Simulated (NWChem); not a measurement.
# C₂H₅BO₂; SMILES BOC(C)=O

```xyz
10

B     -0.0700    -1.9996    -0.1334
H      0.9826    -2.1177    -0.6796
H     -0.7821    -2.9161     0.1441
O     -0.5647    -0.7610     0.1818
C      0.1742     0.4093     0.0367
C     -0.7406     1.5983    -0.0910
O      1.3747     0.4282     0.0543
H     -0.1507     2.5096    -0.1928
H     -1.3855     1.6645     0.7919
H     -1.3964     1.4745    -0.9596
```
Atoms are numbered in this order, from 1.

All runs: NWChem. Medium grid unless said otherwise, to which SCAN and Minnesota functionals are sensitive. Structure relaxed at the B3LYP/6-31G* (spherical d) level. Hybrids' shares of exact exchange are those that their runs print; pure functionals count as 0. The functionals differ in more than this share.

| row | share of exact exchange | highest occupied level (eV) |
|---|---|---|
| PBE/def2-SVP | 0.00 | -6.61 |
| RPBE/def2-SVP | 0.00 | -6.55 |
| B3LYP/def2-SVP | 0.20 | -8.02 |
| r2SCAN0/def2-SVP | 0.25 | -8.60 |
| PW6B95/def2-SVP | 0.28 | withheld |

### Question
Fit a straight line of the last column on the one before it, predict the withheld value, and compare with the run.

### Answer

1. Means of the 4 shown rows: x = 0.113, y = -7.445. Slope Σ(x − x̄)(y − ȳ)/Σ(x − x̄)² = -0.4037/0.05188 = -7.783; intercept -6.569.
2. The shown rows scatter about the line by 0.072 (root mean square); the largest residual is +0.11, at B3LYP/def2-SVP.
3. At x = 0.28 (PW6B95/def2-SVP; beyond the shown range) the line gives -8.75.
4. The run gives -8.49, +0.26 from the line, 3.6 times the scatter.
